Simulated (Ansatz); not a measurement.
## Telling isomers of CHAuBSe apart by their spectra

These gas-phase data were calculated for one isomer of CHAuBSe at PBE0-D3(BJ)/def2-SVP (harmonic, unscaled wavenumbers; equilibrium rotational constants with average atomic masses):

* rotational constants: 15.76, 0.4777, 0.4636 GHz
* all wavenumbers above 1500 cm⁻¹: 2667

Candidates:

(1) `[Au][B]1[CH][Se]1`, a doublet
(2) `[Se]=[C][BH][Au]`, a doublet

Which candidate do the data belong to?

Candidate (2). The band at 2667 cm⁻¹ lies where the B–H stretch is expected; (1) has no mode between 2350 and 2900 cm⁻¹.

The same quantities for all candidates:

|  | rotational constants (GHz) | wavenumbers above 1500 cm⁻¹ | E above the lowest, PBE0-D3(BJ)/def2-SVP (kcal/mol) |
| --- | --- | --- | --- |
| (1) | 12.26, 0.6029, 0.5747 | 3315 | 0.0 |
| (2) | 15.76, 0.4777, 0.4636 | 2667 | 11.5 |

Each candidate is one conformer. Open shells are spin-unrestricted. Atoms past krypton carry core potentials. Programs: Ansatz 0.2.0.
